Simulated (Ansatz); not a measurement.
Reaction (substitution at a C–Ge bond): `[CH3][Ge]([NH2])([NH2])[NH2]` + `N=CCl` → `C/N=C/Cl` + `[NH2][GeH]([NH2])[NH2]`

Program: Ansatz. Geometries: PBE0-D4/def2-TZVP. ΔE: electronic, gas phase. CBS: MP2 limit from def2 TZ/QZ plus the TZ coupled-cluster correction, frozen cores. This one scheme is used for every species. DFT in def2-TZVPP. For Ge outer-core shells are correlated without core-valence functions, which leaves a few kJ/mol of doubt a bond. Scalar relativity is left out up to krypton. Each species was taken in one conformer, which may not be the lowest.

| level | ΔE (kJ/mol) | difference from CCSD(T)/CBS |
| --- | --- | --- |
| LDA (SPW92) | 46.8 | -15.0 |
| BHLYP-D4 | 55.6 | -6.2 |
| CAM-B3LYP-D4 | 53.4 | -8.4 |
| r2SCAN | 57.1 | -4.7 |
| r2SCANh | 57.3 | -4.5 |
| CAM-B3LYP | 50.8 | -11.0 |
| RPA@PBE/def2-TZVPP | 60.6 | -1.2 |
| SCS-MP2/def2-TZVPP | 60.3 | -1.5 |
| HF/def2-QZVPP | 49.0 | -12.8 |
| MP2/CBS(def2) | 64.3 | 2.5 |
| CCSD(T)/CBS | 61.8 | 0 |

Largest T1 diagnostic among the species: 0.012.

At CCSD(T), def2-SVP lies −16.5 kJ/mol from the extrapolated value and def2-TZVPP +0.6 kJ/mol. In def2-TZVPP, CCSD(T) changes the Hartree–Fock value by +12.5 kJ/mol (the triples alone add +0.6 kJ/mol) and MP2 by +15.0 kJ/mol.

CCSD(T)/CBS has its own doubt, a few kJ/mol and more with outer-core shells, so smaller differences from it don't rank the levels.
